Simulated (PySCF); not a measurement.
Cost of excited-state runs on `C[S@@+]1[SiH2]C[Si@H]1F`, [C$_{2}$H$_{8}$FSSi$_{2}$]+, charge +1

Bonds (- single, = double, # triple, : aromatic): C1-S2 1.820 Å, S2-Si3 2.318 Å, Si3-C4 1.926 Å, C4-Si5 1.906 Å, Si5-F6 1.596 Å, Si5-S2 2.288 Å. C1 carries H7, H8, H9; Si3 carries H10, H11; C4 carries H12, H13; Si5 carries H14. Formal charges: S2 +1. Stereochemistry as in C[S@@+]1[SiH2]C[Si@H]1F.

Total charge +1. H11, H12 are cis to F6 on the ring; H10, H13 are trans to F6 on the ring.

PySCF with density fitting, on 1 thread of an Arm Neoverse V1, shared host. Command: `OMP_NUM_THREADS=1 python excited_run.py task.json out`

Question: How long does this run take, and how much memory?
- circular dichroism and optical rotation, CAM-B3LYP/def2-SVPD; 12 states

Answer: 
| run | level | basis functions | wall time | peak memory (GiB) |
| --- | --- | --- | --- | --- |
| circular dichroism and optical rotation | CAM-B3LYP/def2-SVPD | 202 | 84 s | 0.96 |

Times from a shared host are rough.
